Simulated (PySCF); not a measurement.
## Mn⁺ (manganese, charge +1) across methods

[Ar] 3d6, high-spin 5D determinant (an excited configuration). Computed with PySCF 2.14 in aug-cc-pVDZ-DK (7s6p4d2f, 59 functions), with the spin-free X2C one-electron Hamiltonian (Gaussian nucleus).

| method | E (hartree) | mean ε 3p β (eV) | mean ε 3d α (eV) | mean ε 3d β (eV) | Σ⟨r²⟩ (bohr²) | ⟨S²⟩ |
| --- | --- | --- | --- | --- | --- | --- |
| LDA | -1155.770 | -55.198 | -11.936 | -8.806 | 22.11 | 6.005 |
| wB97M-V | -1158.119 | -60.695 | -16.080 | -12.852 | 21.76 | 6.006 |
| TPSSh | -1158.228 | -56.395 | -12.302 | -9.403 | 21.77 | 6.004 |
| r2SCAN | -1158.178 | -55.795 | -11.902 | -8.685 | 21.78 | 6.007 |
| PBE0 | -1158.002 | -57.969 | -13.624 | -10.257 | 21.58 | 6.005 |
| UHF | -1157.03112 | -65.569 | -19.030 | -13.849 | 20.82 | 6.011 |
| wB97X | -1158.228 | -60.326 | -15.851 | -12.738 | 21.49 | 6.006 |
| r2SCAN0 | -1158.155 | -58.460 | -13.816 | -10.211 | 21.40 | 6.007 |
| PBE | -1157.979 | -55.101 | -11.729 | -8.813 | 22.13 | 6.004 |
